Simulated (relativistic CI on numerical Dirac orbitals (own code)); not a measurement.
Line list: Electric-dipole lines, La XXII

Calculated at this level of theory: Dirac-Coulomb-Breit CI, separate exchange-only KLI orbitals for each configuration, model QED (radiative potential, 1s self-energy scaled to tabulated hydrogen-like ionisation energies), unscaled Slater integrals (own radial code, finite nucleus).

Configuration list (outside the closed core [Ar] 3d10): 4s²4p⁶, 4s²4p⁵4d, 4s4p⁶4d, 4s²4p⁵4f, 4s4p⁶4f, 4s²4p⁵5s, 4s²4p⁵5p, 4p⁶4d², 4p⁵4d³, 4p⁵4d²4f, 4p⁵4d²5s, 4p⁵4d²5p, 4p⁶4f², 4p⁵4d4f², 4p⁵4f³, 4p⁵4f²5s, 4p⁵4f²5p. Double excitations out of closed p, d and f shells are left out; levels of such configurations are missing from the list, as are those of other unlisted configurations, and high levels can miss mixing partners.

```
λ vac (nm)               Lower               Upper   A (s⁻¹)  E lower (10³ cm⁻¹)  E upper (10³ cm⁻¹)
    5.7797   4s²4p⁵4d ³F°4 [6]   4s²4p⁵5p ³D3 [40]  2.91e+11               776.7              2506.9
    8.9354     4p⁶4d² ³F3 [49]   4p⁵4d³ ³D°2 [160]  9.29e+11              2993.0              4112.1
    9.0702     4p⁶4d² ³F4 [51]   4p⁵4d³ ³D°3 [161]  8.85e+11              3013.0              4115.5
    9.1473     4p⁶4d² ¹G4 [54]   4p⁵4d³ ¹F°3 [164]  1.00e+12              3046.0              4139.3
    9.1536      4s²4p⁶ ¹S0 [1]  4s²4p⁵4d ¹P°1 [13]  1.24e+12                 0.0              1092.5
    9.2184     4p⁶4d² ¹G4 [54]   4p⁵4d³ ¹G°4 [162]  1.19e+12              3046.0              4130.8
    9.2863     4p⁶4d² ³F4 [51]   4p⁵4d³ ³F°4 [157]  8.90e+11              3013.0              4089.8
    9.6329     4p⁶4d² ³F2 [48]   4p⁵4d³ ³F°2 [148]  6.62e+11              2965.1              4003.2
    9.8828     4p⁶4d² ¹G4 [54]   4p⁵4d³ ³G°5 [154]  3.37e+11              3046.0              4057.9
    9.9769   4s²4p⁵4d ³P°0 [2]   4s²4p⁵4f ³D1 [20]  2.13e+11               723.3              1725.6
    10.048   4s²4p⁵4d ³P°1 [3]   4s²4p⁵4f ³D2 [21]  2.24e+11               739.5              1734.7
    10.121    4s4p⁶4d ³D2 [15]   4s4p⁶4f ³F°3 [36]  1.69e+11              1455.6              2443.7
    10.141   4s²4p⁵4d ³P°1 [3]   4s²4p⁵4f ³D1 [20]  2.29e+11               739.5              1725.6
    10.251   4s²4p⁵4d ³D°2 [5]   4s²4p⁵4f ³F3 [22]  1.77e+11               767.0              1742.5
    10.305  4s²4p⁵4d ³F°2 [10]   4s²4p⁵4f ³G3 [26]  2.61e+11               926.0              1896.4
    10.334   4s²4p⁵4d ³D°2 [5]   4s²4p⁵4f ³D2 [21]  1.65e+11               767.0              1734.7
    10.356    4s4p⁶4d ³D3 [16]   4s4p⁶4f ³F°4 [37]  1.89e+11              1481.0              2446.6
    10.384   4s²4p⁵4d ³F°3 [4]   4s²4p⁵4f ³G4 [19]  2.46e+11               762.1              1725.1
    10.466   4s²4p⁵4d ¹D°2 [7]   4s²4p⁵4f ³D3 [23]  2.37e+11               791.0              1746.5
    10.571  4s²4p⁵4d ³D°2 [11]   4s²4p⁵4f ³D3 [28]  2.95e+11               965.2              1911.1
    10.626   4s²4p⁵4d ³F°4 [6]   4s²4p⁵4f ³G5 [18]  2.50e+11               776.7              1717.8
    10.702  4s²4p⁵4d ¹F°3 [12]   4s²4p⁵4f ¹G4 [27]  2.54e+11               976.4              1910.8
    10.718   4s²4p⁵4d ³D°3 [8]   4s²4p⁵4f ³F4 [24]  2.36e+11               821.9              1754.9
    10.837    4s4p⁶4d ¹D2 [17]   4s4p⁶4f ¹F°3 [39]  2.45e+11              1553.6              2476.3
    11.034   4s²4p⁵4d ³D°1 [9]   4s²4p⁵4f ¹D2 [25]  1.75e+11               874.5              1780.8
    11.843  4s²4p⁵4d ¹P°1 [13]   4s²4p⁵4f ¹D2 [29]  1.36e+11              1092.5              1936.8
    13.721   4s²4p⁵4f ³G5 [18]   4s4p⁶4f ³F°4 [37]  1.33e+11              1717.8              2446.6
    13.916   4s²4p⁵4f ³G4 [19]   4s4p⁶4f ³F°3 [36]  1.02e+11              1725.1              2443.7
    14.198   4s²4p⁵4d ³F°4 [6]    4s4p⁶4d ³D3 [16]  9.45e+10               776.7              1481.0
    14.420   4s²4p⁵4d ³F°3 [4]    4s4p⁶4d ³D2 [15]  8.43e+10               762.1              1455.6
```

Terms are leading LS components. Brackets give the number of a level in order of energy, since labels repeat. The list gives strong lines, with weight on those to low levels, without lines whose two gauges differ by over a factor of 2.5, among the lowest 200 of 2403 levels, so that lines to higher ones, which can be the strongest, are missing. Levels whose partners in the same complex of configurations lie outside the list can be far off, and so can their lines. Rates are taken at the computed energies, electric ones in the length gauge.

At this charge energies of transitions that change n are usually good to better than 1 %, and those within a shell (Δn = 0) to a few per cent.

LS names give the leading component of a level, which can be under half, so a name can repeat, a term be missing and a line seem to break the LS rules.
